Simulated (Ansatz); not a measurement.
H2N2 (SMILES [H]/N=N/[H]), charge 0, multiplicity 1, relaxed at each level with Ansatz (an electronic-structure program); harmonic frequencies from differences of analytic forces, average atomic masses, frozen cores.

```csv
level,H1–N2 (Å),N2–N3 (Å),N3–H4 (Å),H1–N2–N3 (°),N2–N3–H4 (°),dipole (D)
HF/def2-TZVPP,1.0117,1.2080,1.0117,108.1,108.1,0.00
PBE/def2-TZVPP,1.0450,1.2473,1.0450,106.2,106.2,0.00
r2SCAN/def2-TZVPP,1.0357,1.2383,1.0357,106.4,106.4,0.00
B3LYP/def2-TZVPP,1.0332,1.2354,1.0332,107.0,107.0,0.00
PBE0/def2-TZVPP,1.0322,1.2305,1.0322,106.8,106.8,0.00
wB97X-V/def2-TZVPP,1.0316,1.2336,1.0316,106.8,106.8,0.00
MP2/cc-pVTZ,1.0286,1.2559,1.0286,105.4,105.4,0.00
CCSD(T)/cc-pVDZ,1.0447,1.2643,1.0447,105.0,105.0,0.00
CCSD(T)/cc-pVTZ,1.0309,1.2536,1.0309,105.7,105.7,0.00
```

Doubts at one or more of the structures used: a restricted determinant that unrestricted orbitals would lower (MP2/cc-pVTZ, CCSD(T)/cc-pVDZ, CCSD(T)/cc-pVTZ).
